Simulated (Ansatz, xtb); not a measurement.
# Isomers of C3H6OSe in order of energy

5 gas-phase structures of C3H6OSe, from a drawn sample of its isomers (lower ones may exist). Each was relaxed with GFN2-xTB; where two conformers were screened, the lower at r2SCAN-D4/def2-SVP is listed:

A. `C[C@H]([SeH])C=O`, a singlet
B. `[SeH]C[C@@H]1CO1`, a singlet
C. `O=CCC[SeH]`, a singlet
D. `C[Se]CC=O`, a singlet
E. `CC(=O)C[SeH]`, a singlet

**Question.** Which do you expect lowest at r2SCAN-D4/def2-SVP, and how would the others follow?

**Answer.** Calculated order at r2SCAN-D4/def2-SVP: E (0.000), A (0.136), D (0.279), C (0.363), B (1.200) eV.

Energies above the lowest of each column, in eV; the last columns are at PBE-D3(BJ)/def2-SVP geometries and were run for some of them only (a dash: not run or not comparable):

| structure | GFN2-xTB | HF/STO-3G | r2SCAN-D4/def2-SVP | PBE-D3(BJ)/def2-SVP | CCSD(T)/def2-SVP + ΔMP2/def2-TZVPP |
| --- | --- | --- | --- | --- | --- |
| E | 0.000 | 0.000 | 0.000 | 0.000 | 0.000 |
| A | 0.316 | 0.254 | 0.136 | 0.160 | 0.183 |
| D | 0.398 | 0.144 | 0.279 | 0.279 | 0.232 |
| C | 0.411 | 0.200 | 0.363 | 0.389 | 0.356 |
| B | 0.471 | 0.510 | 1.200 | – | – |

Every level run on E puts it lowest or level with the lowest. Flexible structures stand in one conformer each, not always the lowest. Frequencies (GFN2-xTB) were run for A, C, D, E alone. The ΔMP2 step shifts differences by up to 0.190 eV, which makes them less sure. ΔMP2 is the change of the MP2 energy from the smaller to the larger basis.

Over these structures GFN2-xTB departs from r2SCAN-D4/def2-SVP by 0.261 eV on average once a common shift is removed. A GFN2-xTB relaxation took about 0.16 s and the r2SCAN-D4/def2-SVP energy about 2.2 s on a shared host (Ansatz 0.2.0, xtb 6.7.1).
